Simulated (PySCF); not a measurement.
C4H4O. Atoms are numbered in the order given.

```xyz
9

C      0.0000     0.7183    -0.9608
C      0.0000    -0.7183    -0.9608
C      0.0000    -1.0940     0.3523
O      0.0000     0.0000     1.1555
C      0.0000     1.0940     0.3523
H      0.0000     1.3793    -1.8248
H      0.0000    -1.3793    -1.8248
H      0.0000    -2.0576     0.8545
H      0.0000     2.0576     0.8545
```
Charge 0, spin multiplicity 1.

The structure is a stationary point at B3LYP-D3(BJ)/def2-SVP.

Calculation: PBE/def2-TZVP (PySCF).

Isolated molecule, no solvent.

### Question
Estimate the frontier levels, gap, dipole moment and polarisability. (Estimate from the structure and the level; the computed values follow.)

### Answer

```
Quantity                                                                                                       Result
---------------------------------------------------------------------------------------------  ----------------------
highest occupied level                                                                                       -5.61 eV
lowest empty level                                                                                           -0.74 eV
orbital gap                                                                                                   4.87 eV
dipole moment                                                                                                  0.50 D
quadrupole, principal values (traceless, Buckingham form, about the centre of nuclear charge)   -5.84, 0.24, 5.60 D·Å
mean static polarisability                                                                       46.2 bohr³ (6.85 Å³)
polarisability, principal values                                                               30.3, 51.9, 56.4 bohr³
```
